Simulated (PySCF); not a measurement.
BrH, SMILES Br.

The structure is a stationary point at PBE0-D3(BJ)/def2-TZVPD.

Two levels are set side by side: TDDFT-PBE/def2-TZVPD (PySCF) and EOM-CCSD/aug-cc-pVDZ (PySCF). Vertical, same geometry; the bases differ. Differences are taken from unrounded values.

| quantity | EOM-CCSD | TDDFT-PBE | TDDFT-PBE minus EOM-CCSD |
|---|---|---|---|
| lowest singlet excitation (eV) | 6.84 | 6.35 | -0.48 |
| lowest triplet excitation (TDA for PBE) (eV) | 6.35 | 5.82 | -0.53 |

A lower first singlet is the usual sign of a functional without exact exchange. Differences between two approximate levels are no errors against the true value.

Rough cost on one machine, each run with all the roots and properties that it gave: EOM-CCSD against TDDFT-PBE within a factor of 2.
